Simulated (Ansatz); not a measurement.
System: C4H7Cl2, charge 0, multiplicity 2. It need not be the lowest isomer of its formula. SMILES: [C@H]([CH2])(CCCl)Cl
Geometry from a B3LYP-D3(BJ)/def2-TZVP (Ansatz, a first-principles code) optimisation:
```xyz
13

C     -2.3795     0.6204     0.4787
C     -1.0468     0.2233     0.0467
C      0.0352     0.3705     1.1016
C      1.4299    -0.0173     0.6559
Cl     2.0258     1.0482    -0.6803
Cl    -1.1480    -1.6046    -0.4497
H     -3.1419     0.8525    -0.2503
H     -2.6736     0.5026     1.5130
H     -0.7544     0.6898    -0.8897
H     -0.2274    -0.2409     1.9700
H      0.0376     1.4144     1.4271
H      1.4624    -1.0333     0.2741
H      2.1423     0.0921     1.4688
```
Charge 0, spin multiplicity 2.

Quantity: atomisation energy (electronic, to ground-state atoms), in eV. Valence correlation only, unless marked. Open shells are spin-unrestricted. Spin-orbit coupling is left out. Non-relativistic. The coupled-cluster limit lacks core correlation, which all-electron functionals hold. CBS marks a two-point X^-3 extrapolation of the correlation energy; Hartree-Fock from the larger set.

```
level                                        program  atomisation energy (eV)
------------------------------------  --------------  -----------------------
HF/cc-pV(T+d)Z                                Ansatz                    37.20
HF/cc-pV(Q+d)Z                                Ansatz                    37.25
BLYP-D3(BJ)/def2-TZVPD                Ansatz + dftd3                    49.82
revPBE/def2-TZVPD                             Ansatz                    49.22
B3LYP/def2-TZVPD                              Ansatz                    49.46
PBE0-D3(BJ)/def2-TZVP                 Ansatz + dftd3                    50.69
PBE0/def2-QZVPP                               Ansatz                    50.43
BHLYP-D3(BJ)/def2-TZVPD               Ansatz + dftd3                    48.79
B2GP-PLYP/def2-TZVPD                          Ansatz                    49.27
B2PLYP-D3(BJ)/def2-TZVPD              Ansatz + dftd3                    49.59
B2PLYP-D4/def2-TZVPD                  Ansatz + dftd4                    49.54
MP2/cc-pV(Q+d)Z                               Ansatz                    50.31
MP2/CBS(cc-pV(T+d)Z,cc-pV(Q+d)Z)              Ansatz                    50.82
CCSD/6-31G                                    Ansatz                    42.50
CCSD(T)/CBS(cc-pV(T+d)Z,cc-pV(Q+d)Z)          Ansatz                    49.99
```
